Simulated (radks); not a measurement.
Radial electron density D(r) = 4 pi r^2 rho(r) of an atom or ion with 44 electrons. Calculated with a radial shooting solver on a logarithmic mesh with Libxc functionals: Dirac Kohn-Sham, PBE, spin-unpolarised, spherical densities, finite nucleus; Fermi nuclear charge, rms radius of each element as measured or else 0.836 A^(1/3) + 0.57 fm.

```
   r/bohr * D(r) (the largest magnitude, 106, reaches the edge; | marks zero)
  0.00323 |          *
 0.003642 |            *
  0.00414 |              *
 0.004668 |                 *
 0.005305 |                    *
 0.005981 |                       *
 0.006798 |                          *
 0.007665 |                             *
 0.008711 |                                 *
 0.009822 |                                   *
  0.01116 |                                      *
  0.01259 |                                        *
  0.01431 |                                         *
  0.01613 |                                          *
  0.01833 |                                         *
  0.02067 |                                        *
  0.02349 |                                       *
  0.02649 |                                     *
   0.0301 |                                     *
  0.03394 |                                     *
  0.03858 |                                      *
  0.04349 |                                         *
  0.04943 |                                              *
  0.05574 |                                                  *
  0.06335 |                                                     *
  0.07142 |                                                      *
  0.08118 |                                                     *
  0.09153 |                                                 *
    0.104 |                                             *
   0.1173 |                                         *
   0.1333 |                                        *
   0.1503 |                                         *
   0.1708 |                                             *
   0.1926 |                                               *
   0.2189 |                                              *
   0.2468 |                                         *
   0.2805 |                                *
   0.3163 |                        *
   0.3595 |                  *
   0.4053 |                *
   0.4606 |                 *
   0.5194 |                  *
   0.5903 |                  *
   0.6656 |               *
   0.7564 |          *
   0.8529 |      *
   0.9694 |  *
    1.093 |*
    1.242 *
    1.401 *
    1.592 *
    1.795 *
     2.04 *
```

What is the nuclear charge?

Answer. Z = 61. The innermost maximum, from 1s, lies near gamma/Z bohr with gamma = sqrt(1 - (Z/c)^2) = 0.895, here 0.0147 bohr (found: 0.0163), and its height grows with Z. The density is that of the promethium ion Pm17+ in [Kr] 4d8; the configuration itself is not fixed sharply by these data, and Z only to a few units. D(r) has 4 maxima, at r = 0.0163, 0.0714, 0.199, 0.541 bohr, and minima at 0.0313, 0.132, 0.409 bohr, inside which lie 2.02, 11.22, 29.06 electrons.
